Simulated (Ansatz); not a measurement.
Isolated molecules relaxed with PBE0-D4/def2-TZVP in Ansatz; ΔE leaves out vibrations. CCSD(T)/CBS adds triple-zeta CCSD(T) − MP2 to the extrapolated MP2 energy (def2 sets, frozen cores). This one scheme is used for every species. For Ga outer-core shells are correlated without core-valence functions, which leaves a few kJ/mol of doubt a bond. Scalar relativity is left out up to krypton. Each species was taken in one conformer, which may not be the lowest.

Consider the formal exchange of groups at a B–B bond: `BBC` + `[NH2][GaH][OH]` → `C[BH][Ga]([NH2])[OH]` + BH₃.

| species | CCSD(T)/CBS(def2) energy (Eh) |
| --- | --- |
| `BBC` | -91.20122 |
| `[NH2][GaH][OH]` | -2056.27372 |
| `C[BH][Ga]([NH2])[OH]` | -2120.92031 |
| BH₃ | -26.55200 |

Question: Work out ΔE.

Answer: ΔE = (-2120.92031) + (-26.55200) − (-91.20122) − (-2056.27372) = 0.00263 Eh = +6.9 kJ/mol.

Largest T1 diagnostic among the species: 0.014.

The D4 term adds −4.2 kJ/mol with B3LYP and −2.6 kJ/mol with PBE0; it sums over pairs of atoms, weighted by their polarisabilities, and B3LYP, whose exchange is more repulsive, gets the larger term. At CCSD(T), def2-SVP lies +5.6 kJ/mol from the extrapolated value and def2-TZVPP +1.2 kJ/mol. From BLYP to BHLYP (50 % exact exchange), in def2-TZVPP and without D4, ΔE moves by −3.1 kJ/mol.

B3LYP here is the variant with VWN-RPA as its local correlation; programs differ in this.
